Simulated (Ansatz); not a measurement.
Consider the formal loss of a carbene: `CNBBr` → `NBBr` + `[CH2]` (triplet).

Isolated molecules relaxed with PBE0-D4/def2-TZVP in Ansatz; ΔE leaves out vibrations. CCSD(T)/CBS is the MP2 limit (def2-TZVPP, def2-QZVPP) plus CCSD(T) − MP2 in def2-TZVPP, frozen cores. This one scheme is used for every species. DFT in def2-TZVPP. B3LYP here is the variant with VWN-RPA as its local correlation; programs differ in this. HSE06 is defined as in plane-wave codes. Triplets are unrestricted, without spin–orbit coupling. For Br outer-core shells are correlated without core-valence functions, which leaves a few kJ/mol of doubt a bond. Scalar relativity is left out up to krypton. Each species was taken in one conformer, which may not be the lowest.

```
             level  ΔE (kcal/mol)  difference from CCSD(T)/CBS
            B97M-V           96.6                         -0.3
          B3LYP-D4           95.6                         -1.3
          HSE06-D4           96.6                         -0.3
          BHLYP-D4           92.7                         -4.2
            B2PLYP           95.0                         -1.9
            revPBE           91.5                         -5.4
            r2SCAN           91.0                         -5.9
           r2SCANh           90.6                         -6.3
         CAM-B3LYP           95.6                         -1.3
      MP2/def2-SVP           95.9                         -1.0
     CCSD/def2-SVP           92.4                         -4.5
  CCSD(T)/def2-SVP           94.4                         -2.5
CCSD(T)/def2-TZVPP           94.5                         -2.4
     HF/def2-QZVPP           62.5                        -34.4
SCS-MP2/def2-QZVPP           99.5                          2.6
     MP2/CBS(def2)           99.5                          2.6
       CCSD(T)/CBS           96.9                            0
```

Largest T1 diagnostic among the species: 0.011.

At CCSD(T), def2-SVP lies −2.5 kcal/mol from the extrapolated value and def2-TZVPP −2.4 kcal/mol. From BLYP to BHLYP (50 % exact exchange), in def2-TZVPP and without D4, ΔE moves by −1.7 kcal/mol. The D4 term adds +2.0 kcal/mol with B3LYP and +1.1 kcal/mol with PBE0; it sums over pairs of atoms, weighted by their polarisabilities, and B3LYP, whose exchange is more repulsive, gets the larger term.
